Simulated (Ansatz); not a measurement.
Geometry optimisation, Ansatz, RKS B3LYP/cc-pVDZ.

The input (input.yaml):

```yaml
crystal:
  periodic: [false, false, false]
  atoms:
    - { symbol: B, position_ang: [-0.644419, -1.758523, -0.26438] }
    - { symbol: F, position_ang: [1.090208, -0.686521, 1.517212] }
    - { symbol: F, position_ang: [0.311738, -2.629077, -0.588437] }
    - { symbol: F, position_ang: [-1.473661, -2.039236, 0.742298] }
    - { symbol: H, position_ang: [0.175568, 1.408791, -0.205084] }
    - { symbol: "N", position_ang: [-0.818507, -0.511672, -1.043918] }
    - { symbol: H, position_ang: [0.995075, 0.140131, 1.135347] }
    - { symbol: "N", position_ang: [0.590185, 2.232329, 0.237682] }
    - { symbol: H, position_ang: [-1.72637, -0.059449, -1.011531] }
    - { symbol: H, position_ang: [-0.394227, -0.473112, -1.965385] }
    - { symbol: H, position_ang: [0.288082, 2.252052, 1.213996] }
    - { symbol: H, position_ang: [1.606227, 2.124186, 0.2322] }
basis:
  gaussian: { orbitals: cc-pVDZ }
hamiltonian:
  xc: b3lyp
relax:
  f_tol: 0.03
  max_steps: 50
```

Launched with:

```bash
$ ansatz run input.yaml --threads 2 --pin off --max-ram 3072MiB --backend cpu --events-out ev --progress --plain --runs-dir out
```

Task: Where does it end, and by what steps?

Result: The run converged. After 7 steps the energy has fallen by 0.156 eV; H7 moved furthest, 0.22 Å.

```json
{"step": "0", "energy less start (eV)": "0.0000", "largest force component (eV/Å)": "1.765", "accepted": "yes"}
{"step": "1", "energy less start (eV)": "-0.1170", "largest force component (eV/Å)": "0.889", "accepted": "yes"}
{"step": "2", "energy less start (eV)": "-0.1133", "largest force component (eV/Å)": "0.693", "accepted": "no"}
{"step": "3", "energy less start (eV)": "-0.1439", "largest force component (eV/Å)": "0.450", "accepted": "yes"}
{"step": "4", "energy less start (eV)": "-0.1473", "largest force component (eV/Å)": "0.245", "accepted": "yes"}
{"step": "5", "energy less start (eV)": "-0.1539", "largest force component (eV/Å)": "0.074", "accepted": "yes"}
{"step": "6", "energy less start (eV)": "-0.1560", "largest force component (eV/Å)": "0.048", "accepted": "yes"}
{"step": "7", "energy less start (eV)": "-0.1561", "largest force component (eV/Å)": "0.027", "accepted": "yes"}
```

```xyz
12
Properties=species:S:1:pos:R:3
B -0.592 -1.665 -0.257
F 0.975 -0.541 1.424
F 0.419 -2.489 -0.558
F -1.394 -1.975 0.769
H 0.162 1.317 -0.210
N -0.877 -0.547 -1.077
H 0.912 0.344 1.096
N 0.654 2.054 0.297
H -1.786 -0.102 -1.024
H -0.444 -0.469 -1.991
H 0.308 2.157 1.248
H 1.662 1.918 0.284
```

Run time: 23 s on 2 threads of Arm Neoverse V2, on a shared host, peak memory 0.25 GiB.
